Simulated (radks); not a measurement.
Results of a calculation; reference values are marked as such.
Effect of the nuclear size on neutral antimony, [Kr] 4d10 5s2 5p3. Level of theory: Dirac Kohn-Sham, LDA (Slater exchange, Perdew-Wang correlation), spin-unpolarised, spherical densities, finite nucleus; open shells are shared between the two j in proportion to 2j + 1; Fermi nuclear charge, rms radius 4.6802 fm (a radial shooting solver on a logarithmic mesh with Libxc functionals). The rms radius is varied about that value; shifts are against it.

rms radius (fm)  total energy shift (eV)  density at nucleus (e/bohr^3)  1s1/2 shift (meV)  2s1/2 shift (meV)  4p1/2 shift (meV)  5s1/2 shift (meV)  5p3/2 shift (meV)
3.8331                             -1.53                      2.148e+05               -642              -74.1              0.232             -0.297              0.041
4.4649                            -0.414                      2.096e+05               -173              -20.0              0.063             -0.080              0.011
4.6802                                 0                      2.081e+05              0.000              0.000              0.000              0.000              0.000
4.8674                             0.373                      2.068e+05                156               18.0             -0.056              0.072             -0.010
5.649                               2.06                      2.019e+05                865               99.7             -0.312              0.400             -0.055

Slopes of the eigenvalues against <r^2> in GHz/fm^2, as finite differences over the two radii next to the reference (eigenvalue slopes, not the field-shift constants of lines): 1s1/2 21200, 2s1/2 2450, 4p1/2 -7.66, 5s1/2 9.82.
